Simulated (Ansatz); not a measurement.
`[BH2][GaH][F]` + `C[Se][GaH2]` → `[F][GaH][GaH2]` + `B[Se]C` at 400 K and 1 bar (redistribution).

Calculated with Ansatz (gas phase, PBE0-D4/def2-TZVP geometries, no zero-point term in ΔE). CCSD(T)/CBS adds triple-zeta CCSD(T) − MP2 to the extrapolated MP2 energy (def2 sets, frozen cores). For Ga, Se outer-core shells are correlated without core-valence functions, which leaves a few kJ/mol of doubt a bond. Scalar relativity is left out up to krypton.

```
         species  CCSD(T)/CBS energy (Eh)  H − E (kJ/mol)  S (J/(mol·K))
 `[BH2][GaH][F]`              -2050.32373            98.3          325.7
   `C[Se][GaH2]`              -4365.72567           163.1          363.7
`[F][GaH][GaH2]`              -3949.49740            85.2          362.1
        `B[Se]C`              -2466.56684           177.7          325.4
```

H − E and S are ideal-gas, rigid-rotor, harmonic terms from PBE0-D4/def2-TZVP. 1 Eh = 2625.50 kJ/mol, R = 8.31446 J/(mol·K).

Question: By hand: ΔE, ΔH, ΔS and ΔG.

Answer: ΔE = (-3949.49740) + (-2466.56684) − (-2050.32373) − (-4365.72567) = -0.01484 Eh = -39.0 kJ/mol. Δ(H − E) = 85.2 + 177.7 − 98.3 − 163.1 = 1.5, so ΔH = -37.5 kJ/mol. ΔS = 362.1 + 325.4 − 325.7 − 363.7 = -1.9 J/(mol·K). ΔG = -37.5 − 400 × (-1.9)/1000 = -36.7 kJ/mol.

Question: By hand: the equilibrium constant, and the temperature at which ΔG would vanish if ΔH and ΔS stayed fixed.

Answer: log₁₀ K = −ΔG/(RT ln 10) = 4.8. ΔG = 0 at ΔH/ΔS = 19737 K, far beyond where these terms or the molecules hold.

The number of gas molecules stays the same, so ΔS is small and ΔH decides. A doubt of 5 kJ/mol in ΔE shifts log₁₀ K by 0.7 here. These are equilibria of isolated gas molecules and say nothing of rates. Largest T1 diagnostic: 0.014 (customary marks: 0.02 for closed shells, 0.045 for open ones).
